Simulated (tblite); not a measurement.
Species: C8H9Cl.
Numbering: `[CH3:1]/[CH:2]=[CH:3]\[CH:4]=[CH:5]\[C:6]#[C:7][CH2:8][Cl:9]` (hydrogens: H10, H11, H12 on C1; H13 on C2; H14 on C3; H15 on C4; H16 on C5; H17, H18 on C8)

Computed with GFN2-xTB (tblite), gas phase: L-BFGS steps from a force-field or distance-geometry start until the largest atomic force falls under 0.01 eV/Å.

Geometry at step 2:
```
atom  x, y, z in Å
C1     -1.7103   -2.0102   -2.2696
C2     -0.2719   -2.3301   -1.9658
C3      0.5635   -1.6956   -1.1498
C4      0.2827   -0.5209   -0.3674
C5      1.1814    0.0645    0.4462
C6      0.8762    1.2175    1.2048
C7      0.6129    2.1972    1.8476
C8      0.2967    3.3691    2.6286
Cl9     1.7462    3.8685    3.5740
H10    -1.8249   -1.8337   -3.3417
H11    -2.0772   -1.1373   -1.7464
H12    -2.3411   -2.8582   -2.0039
H13     0.0941   -3.2111   -2.4821
H14     1.5782   -2.0943   -1.0625
H15    -0.7125   -0.0879   -0.4179
H16     2.1909   -0.3343    0.5394
H17    -0.5073    3.1877    3.3469
H18     0.0135    4.2156    1.9945
```

Q: Give the atomic forces at this geometry.

A: 
```tsv
atom	Fx (eV/Å)	Fy (eV/Å)	Fz (eV/Å)
C1	0.351	-0.055	-0.054
C2	-0.659	-0.239	-0.323
C3	0.492	0.158	0.252
C4	-0.064	0.123	0.157
C5	-0.032	0.103	0.009
C6	0.297	-0.735	-0.427
C7	-0.359	0.551	0.336
C8	-0.027	-0.048	-0.137
Cl9	0.038	0.079	0.065
H10	0.021	-0.065	0.058
H11	0.060	0.109	0.120
H12	0.038	-0.033	-0.023
H13	-0.039	0.046	-0.016
H14	-0.257	0.182	0.048
H15	0.137	-0.107	-0.064
H16	-0.199	0.137	0.027
H17	0.080	-0.127	-0.012
H18	0.121	-0.079	-0.016
```

The largest, 0.90 eV/Å, acts on C6; the rms over all components is 0.227 eV/Å. The forces sum to zero within rounding, as they must for an isolated molecule in no field.

Q: Give the force on C6 in Eh/bohr and in nN.

A: 0.900 eV/Å ÷ 51.422 = 0.01751 Eh/bohr, and 0.900 eV/Å × 1.602 = 1.44 nN.

Q: How far is this geometry from the end of the optimisation?

A: 0.025 eV above it, and 0.022 Å rms away after alignment. The bonds farthest from their final lengths, with half the difference of the two atoms' forces along the bond (positive lengthens):

```tsv
bond	now (Å)	final (Å)	force along bond (eV/Å)
C1–C2	1.505	1.490	-0.49
C5–C6	1.414	1.402	-0.49
C3–H14	1.094	1.083	-0.36
C2=C3	1.329	1.337	+0.63
C8–Cl9	1.801	1.808	+0.10
C7–C8	1.443	1.436	-0.41
```

The angle farthest from its final value is C6–C7–C8, 179.6° against 177.4°.

Of the 3 listed bonds off by 0.010 Å or more, this force points towards the final length in 3.

What follows is the cost of the whole relaxation. Hardware: an Arm Neoverse N1 with one thread, no GPU (shared host). Cost: 0.3 s wall.
